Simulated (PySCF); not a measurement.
Computed XPS line lists of a few unrelated compounds.

Method used: PySCF 2.14.0, delta-SCF UKS SCAN, pcX-2 on the ionised atom, pcseg-1 elsewhere, spin-free X2C. Geometries: PBE0-D3(BJ)/def2-SVP; isolated species, one conformer each.

Line lists (1s up to Mg, 2p3/2 beyond, nothing for Ge; areas count atoms within a level, one atom standing for each set equivalent by bonding):
1. C 1s: 290.56 (area 1), 290.73 (area 1), 290.85 (area 1), 290.87 (area 1), 290.88 (area 1), 292.05 (area 1) eV; N 1s: 405.12 (area 1), 405.28 (area 1), 407.28 (area 1) eV
2. C 1s: 290.00 (area 1), 290.36 (area 2), 290.53 (area 1), 290.56 (area 1), 291.11 (area 1), 291.63 (area 1) eV; O 1s: 537.24 eV
3. B 1s: 197.59 eV; C 1s: 290.59 (area 1), 292.86 (area 1) eV; O 1s: 539.07 eV; Cl 2p3/2: 205.70 eV
4. C 1s: 297.60 eV; O 1s: 537.80 eV; F 1s: 693.92 eV; Si 2p3/2: 107.53 eV

Structures:
A. `F[C](F)(F)[GeH2][O][SiH3]`
B. `CCc1cnn(CC)n1`
C. `C#CCC(C)(C)C[O][GeH3]`
D. `COB(C)Cl`

**Question.** Match each list to its structure.

**Answer.** 
- 1 = B: no other candidate has this set of levels. C 1s: 290.56 methyl carbon, 290.73 aromatic CH next to a ring nitrogen, 290.85 benzylic-type carbon, 290.87 methyl carbon, 290.88 substituted aromatic carbon, 292.05 sp3 carbon bound to nitrogen; N 1s: 405.12 pyridine-type nitrogen, 405.28 pyridine-type nitrogen, 407.28 pyrrole-type nitrogen.
- 2 = C: no other candidate has this set of levels. C 1s: 290.00 terminal alkyne carbon, 290.36 methyl carbon (×2), 290.53 quaternary sp3 carbon, 290.56 alkyne carbon, 291.11 propargylic carbon, 291.63 sp3 carbon bound to oxygen; O 1s: 537.24 oxygen bonded to C and Ge.
- 3 = D: no other candidate has this set of levels. B 1s: 197.59 three-coordinate boron; C 1s: 290.59 sp3 carbon bound to boron, 292.86 methoxy carbon; O 1s: 539.07 boron-bound oxygen; Cl 2p3/2: 205.70 chlorine bonded to B.
- 4 = A: no other candidate has this set of levels. C 1s: 297.60 CF3 carbon; O 1s: 537.80 oxygen bonded to Ge and Si; F 1s: 693.92 fluorine of a CF3 group (×3); Si 2p3/2: 107.53 oxygen-bound silicon.

The 2p values add to the ΔSCF energy of one spin-free hole a correction within the shell (spin–orbit coupling, ligand field). 1 of these hole states is spin-contaminated (⟨S²⟩ 0.87, against 0.75; counted from 0.85) and less certain.
